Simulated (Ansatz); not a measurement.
Reaction (formal exchange of groups at the Al–N bond): `C[NH][AlH2]` + `C/C=C\F` → `C/[C]([AlH2])=C\F` + CH₃NH₂

Calculated with Ansatz (gas phase, PBE0-D4/def2-TZVP geometries, no zero-point term in ΔE). CBS: MP2 limit from def2 TZ/QZ plus the TZ coupled-cluster correction, frozen cores. Double bonds are as drawn, so ΔE can hold a change between cis and trans. DFT in def2-TZVPP. B3LYP here is the variant with VWN-RPA as its local correlation; programs differ in this.

`C[NH][AlH2]`:

```xyz
9

C     1.061    0.693   -0.156
N    -0.328    0.425    0.146
Al   -1.182   -1.123    0.120
H     1.599    1.119    0.699
H     1.178    1.384   -1.000
H     1.568   -0.236   -0.427
H    -0.828    1.265    0.398
H    -2.719   -1.117    0.502
H    -0.349   -2.410   -0.281
```

`C/C=C\F`:

```xyz
9

C    -0.861   -0.410    0.629
C    -0.132    0.360   -0.415
C     1.174    0.351   -0.608
F     2.008   -0.380    0.147
H    -1.420    0.261    1.289
H    -1.590   -1.088    0.176
H    -0.178   -0.999    1.240
H    -0.701    0.992   -1.089
H     1.700    0.913   -1.369
```

`C/[C]([AlH2])=C\F`:

Z-matrix (Å, degrees):
```
C
C 1 1.502
H 1 1.094 2 110.9
H 1 1.094 2 110.9 3 -117.8
H 1 1.091 2 112.5 3 121.1
Al 2 1.937 1 125.7 3 59.0
C 2 1.330 1 121.7 3 -121.0
H 6 1.587 2 117.5 1 180.0
H 6 1.587 2 120.6 1 -0.0
F 7 1.343 2 123.6 1 0.0
H 7 1.086 2 125.8 1 -180.0
```

CH₃NH₂:

Z-matrix (Å, degrees):
```
C
N 1 1.453
H 1 1.092 2 109.4
H 1 1.100 2 115.4 3 -121.6
H 1 1.092 2 109.4 3 116.8
H 2 1.012 1 110.6 3 62.6
H 2 1.012 1 110.6 3 -179.3
```

```
         level  ΔE (kJ/mol)
     r2SCAN-D4         82.9
       ωB97M-V         82.6
        B2PLYP         86.5
         B3LYP         87.5
 HF/def2-TZVPP         88.2
MP2/def2-QZVPP         83.2
 MP2/CBS(def2)         82.8
CCSD/CBS(def2)         85.3
```

(1) What does CCSD(T)/CBS give? (Estimate.)

Largest T1 diagnostic among the species: 0.012.

Results:

(1) The calculation gave: +83.6 kJ/mol. The listed levels differ from it by -0.7, -1.0, 2.9, 3.9, 4.6, -0.4, -0.8, 1.7 kJ/mol.

In def2-TZVPP, CCSD(T) changes the Hartree–Fock value by −4.1 kJ/mol (the triples alone add −1.7 kJ/mol) and MP2 by −4.9 kJ/mol.
